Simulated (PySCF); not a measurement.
Does the answer move with the share of exact exchange?

Species: CH7ClSi2.
Z-matrix (Å and degrees, PBE0-D3(BJ)/def2-SVP geometry), rows numbered from 1:
```
Si
C   1  1.8943
Si  2  1.8944  1  115.68
Cl  2  1.8092  1  107.83  3  -120.91
H   1  1.4912  2  109.20  3    58.52
H   1  1.4961  2  108.94  3   -60.93
H   1  1.4915  2  109.62  3   179.12
H   2  1.1025  1  109.12  3   123.42
H   3  1.4912  2  109.22  1   -58.45
H   3  1.4961  2  108.87  1    60.98
H   3  1.4914  2  109.70  1  -179.11
```

PySCF, pcSseg-2 basis, density fitting, gas phase, PBE0-D3(BJ)/def2-SVP geometry. One functional is left out:

| functional | exact exchange (%) | HOMO energy (eV) | LUMO energy (eV) | dipole moment (D) |
| --- | --- | --- | --- | --- |
| B97-D | 0 | -6.80 | -1.30 | 1.442 |
| BLYP | 0 | -6.67 | -1.27 | 1.416 |
| BP86 | 0 | -6.91 | -1.47 | 1.423 |
| LDA | 0 | -6.93 | -1.61 | 1.446 |
| OPBE | 0 | -6.81 | -1.29 | 1.382 |
| PBE | 0 | -6.82 | -1.41 | 1.401 |
| B3LYP | 20 | -7.86 | -0.68 | 1.512 |
| PBE0 | 25 | -8.09 | -0.47 | 1.512 |
| mPW1PW91 | 25 | -8.12 | -0.47 | 1.513 |
| BHandHLYP | 50 | -9.26 | 0.41 | 1.634 |

Q: Predict the row of B97-2 (21 % exact exchange) by straight lines through the other rows, and check it.

A: 
```csv
property,line,computed,computed − line,"B3LYP (20 %), for comparison"
HOMO energy (eV),-7.87,-7.84,+0.03,-7.86
LUMO energy (eV),-0.63,-0.48,+0.15,-0.68
dipole moment (D),1.506,1.511,+0.005,1.512
```

Q: Which of these properties follows the share of exact exchange most closely, and which least?

A: Most closely the HOMO energy, least the dipole moment; the correlations over the tabulated rows are HOMO energy -0.996, LUMO energy 0.988, dipole moment 0.967. The HOMO energy moves by -0.495 eV for every 10 %. Functionals with the same share still differ in their other parts: at 0 % BLYP and LDA differ by 0.26 eV in it.
